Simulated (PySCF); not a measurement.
Sn(Cl)(Me)(OH)2 (CH₅ClO₂Sn), SMILES [Cl][Sn]([CH3])([OH])[OH].

Coordinates come from a PBE-D3(BJ)/def2-SVP optimisation. The structure was generated by enumeration; whether it is a known compound was not checked. The def2 effective core potentials stand for the cores of Sn; spin–orbit coupling is left out. Other conformers were not sampled.

The numbers are results of PBE-D3(BJ)/def2-SVP run with PySCF, not measurements.

Frequencies are harmonic and unscaled.

Computed vibrational spectrum:
```csv
mode,ν (cm⁻¹),IR (km/mol),moving atoms (share of kinetic energy)
1,64,1.3,H 97 %
2,75,12.0,"O 34 %, H 30 %, C 21 %, Cl 14 %"
3,115,10.0,"O 34 %, Cl 22 %, C 22 %, H 16 %"
4,131,2.4,"C 24 %, O 23 %, Sn 21 %, H 21 %, Cl 12 %"
5,144,11.8,"O 46 %, H 27 %, Sn 14 %, C 9 %"
6,159,47.8,"O 60 %, Sn 15 %, Cl 11 %, H 10 %"
7,206,88.2,"H 87 %, O 11 %"
8,225,56.8,"H 64 %, O 31 %"
9,351,44.3,"Cl 77 %, Sn 20 %"
10,517,10.5,"C 67 %, H 17 %, Sn 9 %"
11,593,52.8,"O 83 %, Sn 12 %"
12,604,80.3,"O 84 %, Sn 15 %"
13,748,13.8,"H 84 %, C 15 %"
14,750,12.9,"H 84 %, C 15 %"
15,839,120.9,H 92 %
16,859,72.5,H 91 %
17,1151,0.5,"H 82 %, C 18 %"
18,1378,4.1,H 95 %
19,1380,4.0,H 95 %
20,3004,0.1,H 98 %
21,3132,0.3,"H 90 %, C 10 %"
22,3134,0.4,"H 90 %, C 10 %"
23,3697,51.6,H 94 %
24,3712,59.9,H 94 %
```
